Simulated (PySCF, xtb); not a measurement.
C5H6O2, SMILES C(O)(CC=C=C)=O. One conformer was computed; it need not be the lowest.

Harmonic wavenumbers (cm⁻¹) from GFN2-xTB in xtb 6.7.1 at its own minimum, in rising order: 24, 44, 151, 217, 302, 400, 493, 521, 531, 625, 670, 851, 851, 894, 922, 975, 1032, 1096, 1134, 1161, 1203, 1268, 1333, 1420, 1446, 1797, 2100, 2924, 3012, 3050, 3074, 3080, 3443.

What does PBE-D3(BJ)/def2-SVP run with PySCF 2.14.0 give at its own minimum? (Estimate from the structure and the level; the computed values follow.)

46, 51, 151, 239, 324, 407, 486, 524, 560, 630, 673, 818, 850, 875, 904, 956, 1011, 1108, 1122, 1151, 1216, 1300, 1362, 1365, 1428, 1806, 2031, 2950, 3050, 3052, 3076, 3135, 3620. Paired by order, the mean absolute difference is 24 cm⁻¹ and the zero-point energies are 60.1 and 60.4 kcal/mol.
